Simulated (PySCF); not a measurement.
A PySCF script (with the pyscf-properties extension) for the NMR shieldings of SMILES CC(C)(C)B1CCCC1, C₈H₁₇B, on a GFN2-xTB geometry:

```python
import basis_set_exchange as bse
import numpy as np
from pyscf import gto, dft
from pyscf.prop import nmr

atoms = """
C    -1.985380    1.349318   -0.016436
C    -1.307060   -0.020379    0.127079
C    -1.985567   -1.001402   -0.840317
C    -1.544138   -0.525653    1.564715
B     0.270542    0.037790   -0.081389
C     1.222064    1.271059    0.180109
C     2.592613    0.831305   -0.360559
C     2.627598   -0.685213   -0.167141
C     1.206052   -1.161162   -0.508682
H    -1.567676    2.062045    0.690235
H    -1.844409    1.740759   -1.021479
H    -3.055661    1.268950    0.170557
H    -1.564573   -1.998109   -0.737352
H    -1.849184   -0.677101   -1.869578
H    -3.054762   -1.059049   -0.640458
H    -1.095038   -1.505507    1.707916
H    -1.111236    0.159489    2.289949
H    -2.612379   -0.604644    1.761580
H     1.296156    1.422435    1.261680
H     0.913231    2.229895   -0.235633
H     3.426180    1.328332    0.137185
H     2.650439    1.062194   -1.426436
H     3.394497   -1.160529   -0.780255
H     2.841641   -0.913148    0.879514
H     1.124827   -1.292345   -1.592438
H     0.990178   -2.136715   -0.072410
"""
names = dict.fromkeys(["C", "B", "H"], "pcSseg-1")
basis = {el: gto.basis.parse(bse.get_basis(n, elements=[el], fmt="nwchem")) for el, n in names.items()}
mol = gto.M(atom=atoms, basis=basis, charge=0, verbose=0)
mf = dft.RKS(mol, xc="PBE0")
mf.grids.level = 2
mf.grids.alignment = dft.numint.BLKSIZE   # the property module wants whole blocks of grid points
mf.conv_tol = 1e-9
mf.kernel()

calc = nmr.RKS(mf)   # GIAO
C = mf.mo_coeff
Co = C[:, mf.mo_occ > 0]
resp = mf.gen_response(singlet=True, hermi=2)
def vind(x):   # induced exchange potential for any number of trial vectors
    d = np.einsum("pi,xij,qj->xpq", C, 2 * x.reshape(-1, C.shape[1], Co.shape[1]), Co, optimize=True)
    return np.einsum("xpq,pi,qj->xij", resp(d - d.transpose(0, 2, 1)), C, Co, optimize=True).ravel()
mo1, _ = nmr.rhf.solve_mo1(calc, with_cphf=vind)
sigma = calc.kernel(mo1)
for i, s in enumerate(sigma):   # ppm
    w = np.linalg.eigvalsh((s + s.T) / 2)
    print("%2d %-2s iso %8.1f  s11 %8.1f  s22 %8.1f  s33 %8.1f" % (i, mol.atom_pure_symbol(i), w.mean(), *w))
```

**Question.** What does it print?

**Answer.** 
```
 0 C  iso    156.5  s11    136.2  s22    150.4  s33    183.0
 1 C  iso    157.6  s11    144.7  s22    156.2  s33    172.1
 2 C  iso    157.4  s11    136.6  s22    151.3  s33    184.2
 3 C  iso    159.5  s11    142.9  s22    148.7  s33    186.9
 4 B  iso      3.3  s11    -45.2  s22    -41.2  s33     96.4
 5 C  iso    158.5  s11    151.2  s22    154.2  s33    170.0
 6 C  iso    155.5  s11    130.7  s22    163.2  s33    172.6
 7 C  iso    155.1  s11    130.4  s22    163.1  s33    171.9
 8 C  iso    157.3  s11    146.3  s22    154.5  s33    171.1
 9 H  iso     30.3  s11     26.1  s22     29.2  s33     35.7
10 H  iso     30.5  s11     27.0  s22     28.0  s33     36.6
11 H  iso     31.0  s11     27.2  s22     29.1  s33     36.6
12 H  iso     30.3  s11     25.9  s22     29.4  s33     35.7
13 H  iso     30.7  s11     27.2  s22     28.0  s33     36.8
14 H  iso     31.0  s11     27.3  s22     29.0  s33     36.7
15 H  iso     30.8  s11     26.4  s22     29.3  s33     36.8
16 H  iso     31.0  s11     26.7  s22     29.3  s33     37.0
17 H  iso     30.8  s11     27.8  s22     28.2  s33     36.5
18 H  iso     30.8  s11     25.4  s22     30.6  s33     36.3
19 H  iso     30.0  s11     24.5  s22     30.6  s33     35.0
20 H  iso     29.6  s11     24.4  s22     27.7  s33     36.7
21 H  iso     30.3  s11     25.6  s22     28.7  s33     36.6
22 H  iso     29.6  s11     24.4  s22     27.6  s33     36.7
23 H  iso     30.4  s11     25.8  s22     28.7  s33     36.5
24 H  iso     30.9  s11     25.1  s22     30.8  s33     36.6
25 H  iso     30.0  s11     25.1  s22     30.4  s33     34.4
```

These numbers come from an equivalent density-fitted implementation of the same equations, which agrees with the script to about 0.01 ppm for H and up to a few tenths of a ppm for heavy atoms, so last digits may differ.

Size and cost of the density-fitted run: 238 basis functions, 54 s wall time on 1 thread of an Arm Neoverse V1, shared host; peak memory 1.1 GiB.
